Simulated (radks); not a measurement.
The gold anion Au-, [Hg], held by a Watson sphere: a shell of charge +1 at radius R that stands for the Madelung well of a crystal (potential energy -1/R inside, -1/r outside, in hartree with lengths in bohr). All-electron calculation, scalar-relativistic Kohn-Sham, LB94 model potential, spin-polarised, spherical densities, point nucleus. Program: a radial shooting solver on a logarithmic mesh with Libxc functionals. Response by self-consistent Sternheimer equations with the Hartree and adiabatic LDA kernel, the relativistic mass of each level held fixed and spin-orbit coupling left out. The sphere does not respond.

| R (bohr) | e(5p) (eV) | e(5d) (eV) | e(6s) (eV) | <r> 6s (bohr) | sum of <r^2> (bohr^2) | X-ray form factor at sin(theta)/lambda = 0.2 1/angstrom | alpha (bohr^3) |
|---|---|---|---|---|---|---|---|
| 3.01 | -65.318 | -12.016 | -11.043 | 2.763 | 67.62 | 67.294 | 38.26 |
| 3.32 | -64.846 | -11.520 | -10.612 | 2.803 | 68.42 | 67.282 | 40.88 |
| 4.95 | -62.891 | -9.526 | -8.689 | 2.928 | 70.81 | 67.275 | 51.85 |
| 5.6 | -62.328 | -8.961 | -8.123 | 2.949 | 71.21 | 67.277 | 54.48 |
| 5.64 | -62.297 | -8.929 | -8.091 | 2.950 | 71.23 | 67.277 | 54.61 |
| 5.99 | -62.036 | -8.669 | -7.830 | 2.957 | 71.37 | 67.277 | 55.64 |
| 6.26 | -61.852 | -8.484 | -7.646 | 2.961 | 71.45 | 67.278 | 56.29 |
| 6.62 | -61.627 | -8.259 | -7.420 | 2.965 | 71.54 | 67.278 | 56.99 |
